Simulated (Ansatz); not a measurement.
Ansatz (an electronic-structure program) input file for W(OH)3(H)3 (H6O3W), SMILES [OH][WH3]([OH])[OH], multiplicity 1, PBE/def2-SVPD. Coordinates come from a B3LYP-D3(BJ)/def2-SVP optimisation. The multiplicity is an assumed one; no other spin state was optimised. The structure was generated by enumeration; whether it is a known compound was not checked. The def2 effective core potentials stand for the cores of W; spin–orbit coupling is left out. The values are those of a single conformer.

Ansatz 0.2 input:
```yaml
crystal:
  periodic: [false, false, false]
  atoms:
    - {symbol: W, position_ang: [0.00000000, 0.00000000, 0.07673128]}
    - {symbol: O, position_ang: [-1.58445019, -0.91478274, -0.42586941]}
    - {symbol: H, position_ang: [-2.28297698, -1.31807737, 0.10458578]}
    - {symbol: O, position_ang: [-0.00000000, 1.82956548, -0.42586941]}
    - {symbol: H, position_ang: [-0.00000000, 2.63615475, 0.10458577]}
    - {symbol: O, position_ang: [1.58445019, -0.91478274, -0.42586941]}
    - {symbol: H, position_ang: [2.28297698, -1.31807737, 0.10458578]}
    - {symbol: H, position_ang: [0.00000000, -1.04160980, 1.40966451]}
    - {symbol: H, position_ang: [-0.90206054, 0.52080490, 1.40966450]}
    - {symbol: H, position_ang: [0.90206054, 0.52080490, 1.40966451]}
basis:
  gaussian:
    orbitals: def2-SVPD
hamiltonian:
  xc: {name: PBE}
```

Output:

```
WARN ansatz: RAYON_NUM_THREADS=1 ignored (pool sized by the plan → 1); use --threads N
Functional definition: PBE
integrals: 0.07 GiB planned
1255 factors; their error is unknown
mean field: 0.56 GiB planned
mean field evaluation 1: about -8040.2806 eV, gradient 9.8e1 eV
mean field evaluation 2: about -7905.7564 eV, gradient 2.7e2 eV
mean field evaluation 4: about -8054.8173 eV, gradient 3.2e1 eV
mean field evaluation 8: about -8057.2404 eV, gradient 1.1e-1 eV
mean field evaluation 16: about -8057.1798 eV, gradient 8.8e-4 eV
mean field -8057.17977511 eV, -296.0958953826 hartree, gradient 1.1e-5 eV, S^2 0.000000; 0 other end points of the search recorded, 0 dependent functions left out
reference -8057.17983241 eV, -296.0958974884 hartree; 22, 22 occupied and 130, 130 virtual orbitals, 1255 factors
Total energy: -8057.17983241 eV, -296.0958974884 hartree
```

Self-consistency was reached.
